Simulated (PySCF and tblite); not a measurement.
Results of a calculation; reference values are marked as such.
C₇H₁₁F, numbered as in [F:1][CH:2]1[CH2:3][CH2:4][CH:5]=[CH:6][CH2:7][CH2:8]1.

The ensemble was built from 60 distance-geometry starts (ETKDG and KDG, MMFF94s, GFN2-xTB) and rests on GFN2-xTB geometries. Free energies are PBE0-D3(BJ)/pcSseg-1 (IEF-PCM, acetonitrile) single points with GFN2-xTB rigid-rotor and vibrational terms (modes under about 100 cm⁻¹ blended into free rotors). Symmetry numbers and mirror images are counted. Conformers within 2.5 kcal/mol (GFN2-xTB free energy) were kept, 4 at most. Programs: PySCF with density fitting and tblite.

The 7-ring runs over atoms 2–3–4–5–6–7–8. Of a mirror pair one member is shown.

| conformer | shape | symmetry | dipole D |
| --- | --- | --- | --- |
| 1 | 7-ring puckered (ring torsions 81, -30, -4, -33, 80, -41, -46°) | C1 (pair) | 2.10 |
| 2 | 7-ring puckered (ring torsions -78, 65, 0, -65, 78, -62, 62°) | Cs | 2.02 |
| 3 | 7-ring puckered (ring torsions 78, -62, 0, 62, -78, 68, -68°) | Cs | 2.11 |
| 4 | 7-ring puckered (ring torsions -47, 65, -2, -17, -42, 90, -36°) | C1 (pair) | 2.11 |

Which of these conformers is the most populated at 298.15 K, and with what share?

Conformer 3, about 42 %. The lead over the next is within the error of the method.

Give the DFT energies and free energies relative to the lowest, and all weights.


```csv
conformer,shape,E(DFT) kcal/mol,G(298.15 K) kcal/mol,weight %
1,"7-ring puckered (ring torsions 81, -30, -4, -33, 80, -41, -46°)",0.64,0.21,29.3
2,"7-ring puckered (ring torsions -78, 65, 0, -65, 78, -62, 62°)",0.14,0.23,28.5
3,"7-ring puckered (ring torsions 78, -62, 0, 62, -78, 68, -68°)",0.00,0.00,41.9
4,"7-ring puckered (ring torsions -47, 65, -2, -17, -42, 90, -36°)",3.44,3.00,0.3
```

How does its share change from 250 K to 350 K?

From 45 % to 40 %; the mixing entropy goes from 2.50 to 2.67 cal/(mol K).
